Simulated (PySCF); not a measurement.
3,3,3-trifluoro-1-propanol, C3H5F3O.
Bonds: O1–C2, C2–C3, C3–C4, C4–F5, C4–F6, C4–F7. Hydrogens: H8 on O1; H9, H10 on C2; H11, H12 on C3.

Method: PySCF, PBE0-D3(BJ)/def2-SVP geometry optimisation, gas phase; density fitting, grid level 2; the optimiser is geomeTRIC in internal coordinates, started from a GFN2-xTB structure.

Step 0: E = -13366.9322 eV
```
atom  x, y, z in Å  |  force x, y, z in eV/Å
O1      1.7894    0.2845   -1.2429    0.141  -0.100  -0.029
C2      0.4779    0.4216   -0.7746    0.616  -0.288   0.393
C3      0.2333   -0.4013    0.5026   -0.727   0.534  -0.576
C4     -1.1989   -0.2679    0.9702   -0.317  -0.104   0.435
F5     -1.4309   -0.9751    2.0868    0.203   0.016  -0.154
F6     -1.5263    1.0036    1.2523    0.225  -0.041  -0.101
F7     -2.0828   -0.6933    0.0576    0.259  -0.007  -0.096
H8      2.4028    0.6702   -0.6069   -0.138   0.009  -0.011
H9      0.2306    1.4752   -0.5841   -0.219   0.187   0.025
H10    -0.1631    0.0518   -1.5786   -0.267  -0.010  -0.097
H11     0.4345   -1.4568    0.3106    0.078  -0.254  -0.008
H12     0.8805   -0.0582    1.3135    0.146   0.057   0.218
```

Step 1: E = -13366.8999 eV
```
atom  x, y, z in Å  |  force x, y, z in eV/Å
O1      1.8235    0.1935   -1.1945   -0.024   0.059  -0.147
C2      0.4985    0.4464   -0.8013    0.331   0.241  -0.511
C3      0.1841   -0.3258    0.4487   -0.652  -0.412   0.745
C4     -1.2335   -0.2740    0.9891    0.823  -0.323   0.075
F5     -1.2910   -1.0312    2.0984   -0.207   0.145  -0.083
F6     -1.6023    0.9607    1.3276   -0.187   0.109  -0.088
F7     -2.1194   -0.7646    0.1251   -0.184   0.145  -0.087
H8      2.4184    0.5960   -0.5545   -0.022   0.019   0.045
H9      0.3097    1.5320   -0.6774   -0.068  -0.089   0.130
H10    -0.1309    0.1203   -1.6465   -0.072  -0.055   0.168
H11     0.3821   -1.4001    0.2928    0.154   0.150  -0.076
H12     0.8078    0.0012    1.2992    0.109   0.012  -0.171
```

Step 2: E = -13366.9495 eV
```
atom  x, y, z in Å  |  force x, y, z in eV/Å
O1      1.8125    0.2245   -1.2271   -0.173   0.028   0.055
C2      0.4965    0.4324   -0.7826    0.141   0.105  -0.237
C3      0.2031   -0.3584    0.4773   -0.130  -0.169   0.261
C4     -1.2163   -0.2753    0.9811    0.100  -0.121   0.136
F5     -1.3691   -1.0061    2.0959    0.028   0.079  -0.140
F6     -1.5752    0.9757    1.2768    0.062   0.224   0.059
F7     -2.0964   -0.7247    0.0857   -0.043  -0.137  -0.166
H8      2.4111    0.6336   -0.5940    0.012   0.003   0.002
H9      0.2765    1.5052   -0.6216   -0.019  -0.015   0.034
H10    -0.1646    0.0957   -1.5961   -0.019  -0.019   0.033
H11     0.4224   -1.4224    0.3032    0.026   0.009  -0.014
H12     0.8466   -0.0256    1.3079    0.016   0.012  -0.024
```

**Question.** Estimate the geometry and energy of step 3. (The exact step hangs on the optimiser's Hessian estimate; all steps are aligned on step 2, rigid shifts and turns removed.)

**Answer.** E = -13366.9573 eV, largest force 0.164 eV/Å
```
atom  x, y, z in Å  |  force x, y, z in eV/Å
O1      1.7934    0.2411   -1.2377   -0.053   0.019   0.038
C2      0.4872    0.4254   -0.7699    0.056  -0.021  -0.010
C3      0.2133   -0.3789    0.4959    0.149   0.011  -0.069
C4     -1.2050   -0.2716    0.9711    0.023  -0.073   0.087
F5     -1.4023   -0.9887    2.0829   -0.051   0.060  -0.058
F6     -1.5331    0.9976    1.2476   -0.051  -0.023   0.013
F7     -2.0660   -0.7139    0.0472   -0.044   0.016   0.039
H8      2.3974    0.6540   -0.6117    0.007  -0.005  -0.019
H9      0.2501    1.4907   -0.5881    0.000   0.010  -0.006
H10    -0.1897    0.0814   -1.5661    0.006   0.001  -0.017
H11     0.4389   -1.4398    0.3154   -0.026  -0.014  -0.008
H12     0.8627   -0.0429    1.3199   -0.014   0.020   0.011
```

The energy changes by -0.0078 eV. The first-order estimate −F·Δx gives -0.0194 eV and the mean of the old and new forces, exact on a quadratic surface, -0.0076 eV. The step makes an angle of 76° with the force vector and moves no atom by more than 0.056 Å.

The cost below is that of the whole optimisation. On one thread of an Arm Neoverse V1, shared host, this took 35 s and 0.66 GiB of memory at its peak.
